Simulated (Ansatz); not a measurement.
`F[SiH2]B[SiH3]` + `C[SeH]` → `C[Se]B[SiH3]` + `F[SiH3]`  (cleavage of the B–Si bond)

Program: Ansatz. Geometries: PBE0-D4/def2-TZVP. ΔE: electronic, gas phase. CCSD(T)/CBS is the MP2 limit (def2-TZVPP, def2-QZVPP) plus CCSD(T) − MP2 in def2-TZVPP, frozen cores. This one scheme is used for every species. Functionals use def2-TZVPP. For Se outer-core shells are correlated without core-valence functions, which leaves a few kJ/mol of doubt a bond. Scalar relativity is left out up to krypton. Each species was taken in one conformer, which may not be the lowest.

```
        level  ΔE (kJ/mol)  difference from CCSD(T)/CBS
    revPBE-D4       -122.9                          6.8
      BLYP-D4       -122.9                          6.8
   r2SCAN0-D4       -125.2                          4.5
     BHLYP-D4       -120.8                          8.9
       B2PLYP       -128.0                          1.7
         PBE0       -120.9                          8.8
      r2SCANh       -125.3                          4.4
CCSD/def2-SVP       -123.3                          6.4
HF/def2-TZVPP       -111.1                         18.6
HF/def2-QZVPP       -110.7                         19.0
  CCSD(T)/CBS       -129.7                            0
```

Task: What do rigid-rotor, harmonic-oscillator terms from PBE0-D4/def2-TZVP frequencies (298.15 K, 1 bar) make of the CCSD(T)/CBS value? (An estimate is asked.)

Result: Computed: ΔZPE = +4.7 kJ/mol, ΔH = -126.0 kJ/mol, ΔS = -22 J/(mol·K), ΔG = -119.6 kJ/mol.

Largest T1 diagnostic among the species: 0.014.

Leaving LDA and LC-ωPBE aside and taking each functional with its dispersion term where it has one, the values, not all of them listed here, spread over 11.4 kJ/mol, from PBE-QIDH to ωB97X-V. LDA lies −5.6 kJ/mol from PBE without D4. In def2-TZVPP, CCSD(T) changes the Hartree–Fock value by −18.6 kJ/mol (the triples alone add −5.6 kJ/mol) and MP2 by −30.7 kJ/mol.
